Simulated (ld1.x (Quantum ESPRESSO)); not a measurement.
**Reading a pseudo-wave (zinc (Zn))**

Columns: radius, all-electron u(r) and pseudo u(r) of the 4s shell (level -35.67 eV) of zinc in the configuration [Ne] 3s2 3p6 3d9 4s0 4p0; LDA (PZ), scalar-relativistic, PAW scheme, ld1.x (Quantum ESPRESSO) 7.5.

```
r (bohr)  all-electron   pseudo
   0.075       -0.0490   0.2778
   0.150       -0.2441   0.5254
   0.225       -0.1291   0.7173
   0.300        0.0919   0.8360
   0.375        0.2775   0.8744
   0.450        0.3786   0.8359
   0.525        0.3953   0.7327
   0.600        0.3467   0.5834
   0.675        0.2545   0.4085
   0.750        0.1374   0.2271
   0.825        0.0095   0.0538
   0.900       -0.1192  -0.1023
   0.975       -0.2422  -0.2383
   1.050       -0.3554  -0.3553
   1.125       -0.4562  -0.4563
   1.200       -0.5438  -0.5438
   1.275       -0.6177  -0.6177
   1.350       -0.6783  -0.6783
   1.425       -0.7261  -0.7261
   1.500       -0.7621  -0.7621
   1.575       -0.7872  -0.7872
   1.650       -0.8027  -0.8027
   1.725       -0.8095  -0.8095
   1.800       -0.8088  -0.8088
   1.875       -0.8016  -0.8016
   1.950       -0.7889  -0.7889
```

Problem. How many radial nodes do the two functions have?

Solution. The all-electron 4s function has n − l − 1 = 3 (the table is too coarse to show those close to the nucleus); the pseudo-wave has 1, since 1 lower shell of the same l stays in the valence.

Problem. At about which radius was the pseudo-wave matched?

Solution. 1.20 bohr. The columns agree to 0.0005 from 1.05 bohr on; several derivatives are matched, so the curves merge somewhat inside the radius.

Problem. Is the pseudo-wave norm-conserving?

Solution. No, it belongs to a PAW set: the norm inside the radius is not constrained, and the difference is carried by the augmentation charge.
